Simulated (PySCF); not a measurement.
**Computed properties of Sb(Cl)2(OH) (Cl2HOSb), SMILES [OH][Sb]([Cl])[Cl]**

Cl2HOSb, SMILES [OH][Sb]([Cl])[Cl]. The structure is a stationary point at B3LYP-D3(BJ)/def2-SVP. The def2 effective core potentials stand for the cores of Sb; spin–orbit coupling is left out. The values are those of a single conformer. All values are computed for the isolated molecule unless a solvent is named; none is compared with measurement here.

**Structure.** The optimised structure has Cs symmetry. All 9 harmonic modes at B3LYP-D3(BJ)/def2-SVP (PySCF) are real, so it is a minimum. With heavy atoms numbered as in [Sb:1]([Cl:2])([Cl:3])[OH:4], the shortest bond between them is Sb1–O4 at 1.975 Å and the longest Sb1–Cl3 at 2.397 Å.

**Vibrations.** The strongest infrared lines (harmonic, unscaled, degenerate partners summed) lie at 272 cm⁻¹ (118 km/mol, H 58 %, O 36 %), 622 cm⁻¹ (91 km/mol, O 87 %, Sb 12 %), 3788 cm⁻¹ (87 km/mol, H 94 %). The softest mode is at 111 cm⁻¹ and the zero-point energy is 9.5 kcal/mol.

**Electronic structure.** ωB97X/def2-TZVPD (PySCF) places the frontier levels at -10.92 and -0.07 eV, a gap of 10.85 eV, and gives a dipole moment of 1.86 D and a mean polarisability of 74.7 bohr³.

**Excitations.** TDDFT-M06-2X/def2-SVPD (PySCF) has S1 at 5.87 eV (211 nm, f = 0.104, bright); the most intense of the 10 singlets computed lies at 5.87 eV (f = 0.10). T1 (TDA) is at 4.55 eV. No vertical singlet excitation falls in the visible range (under 3.1 eV).
